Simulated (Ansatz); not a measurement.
Harmonic frequencies (cm⁻¹) at PBE0-D4/def2-TZVP from Ansatz: 170, 217, 276, 372, 517, 631, 676, 690, 710, 869, 924, 1035, 1299, 1667, 2224, 2728, 3477, 3513.

Each molecule was computed in one conformer, which needn't be the lowest.

**Question.** Which molecule is it?
A. `C1=C[Se]C1`
B. `N=C1C=CS1`
C. `C#CC(=N)S`
D. `FB1[SiH2][SiH2]1`

**Answer.** C.
